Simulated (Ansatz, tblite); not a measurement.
Removing and adding an electron: B₉N₉H₂₄, a nanocrystal cut from wurtzite BN (hydrogen-capped). Total charge 0; singlet. Geometry: PBE-D4/def2-SVP. Ansatz, gas phase; energy differences of separate SCF runs; the oxidised species was run as a doublet alone; the reduced species was run as a doublet alone.

Cartesian coordinates in Å:
```
B 0.667 -2.977 0.687
N 2.042 -2.254 0.246
N -0.431 -1.839 0.576
B -0.143 -0.663 1.578
B 1.866 -0.725 -0.138
N 1.236 0.020 1.092
N -1.250 0.446 1.462
B -0.987 1.635 2.476
B 1.054 1.539 0.740
N 0.420 2.268 1.998
B -0.588 -1.336 -0.905
N 0.808 -0.627 -1.294
N -1.691 -0.220 -0.996
B -1.416 0.972 -0.010
B 0.617 0.879 -1.696
N 0.012 1.591 -0.434
B -1.877 0.290 -2.485
N -0.452 0.948 -2.865
H 0.778 -3.362 1.850
H 0.428 -3.890 -0.102
H 2.741 -2.333 0.996
H 2.466 -2.752 -0.547
H -1.304 -2.304 0.859
H -0.045 -1.075 2.730
H 2.953 -0.251 -0.461
H 1.912 -0.036 1.863
H -2.147 0.047 1.770
H -0.859 1.209 3.623
H -1.862 2.494 2.376
H 2.118 2.078 0.441
H 1.097 2.252 2.771
H 0.305 3.267 1.783
H -0.834 -2.267 -1.667
H 1.200 -1.114 -2.109
H -2.600 -0.639 -0.758
H -2.300 1.821 -0.081
H 1.669 1.398 -2.063
H -0.124 2.579 -0.678
H -2.093 -0.653 -3.244
H -2.743 1.162 -2.540
H -0.064 0.494 -3.701
H -0.578 1.929 -3.146
```

The xTB rows come from tblite. LC-ωPBE has ω = 0.4 bohr⁻¹. Single mean-field runs in def2-TZVP are fitted with def2-universal-jkfit.

Task: Estimate orbital energies and vertical ionisation energies and electron affinities at: GFN1-xTB; GFN2-xTB; PBE-D4/def2-TZVP; PBE0-D4/def2-TZVP; LC-ωPBE/def2-TZVP.

Result: 
| level | −HOMO (eV) | vertical IE (eV) | −LUMO (eV) | vertical EA (eV) | HOMO–LUMO gap (eV) | IE − EA (eV) | remarks |
| --- | --- | --- | --- | --- | --- | --- | --- |
| GFN1-xTB | 10.56 | 12.57 | 3.34 | 1.31 | 7.21 | 11.26 | – |
| GFN2-xTB | 9.74 | 11.65 | 0.16 | -1.77 | 9.58 | 13.41 | – |
| PBE-D4/def2-TZVP | 6.12 | – | 0.88 | -0.52 | 5.24 | – | HOMO above zero (-1 doublet) |
| PBE0-D4/def2-TZVP | 7.44 | 8.94 | 0.08 | -0.88 | 7.37 | 9.82 | HOMO above zero (-1 doublet) |
| LC-ωPBE/def2-TZVP | 10.22 | 9.77 | -1.88 | -1.62 | 12.11 | 11.38 | HOMO above zero (-1 doublet) |

Run but left out: PBE-D4/def2-TZVP (charge +1 doublet: an occupied level 0.09 eV above an empty one).   A HOMO above zero means that the electron is unbound at that level or that self-interaction error raises the level; the energy of removing that electron tells which. Raw xTB energy differences between charge states are shifted by several eV; the methods need an empirical correction for them. Sets without diffuse functions give affinities that are too small. A negative affinity means that the extra electron isn't bound; its size then hangs on the basis.
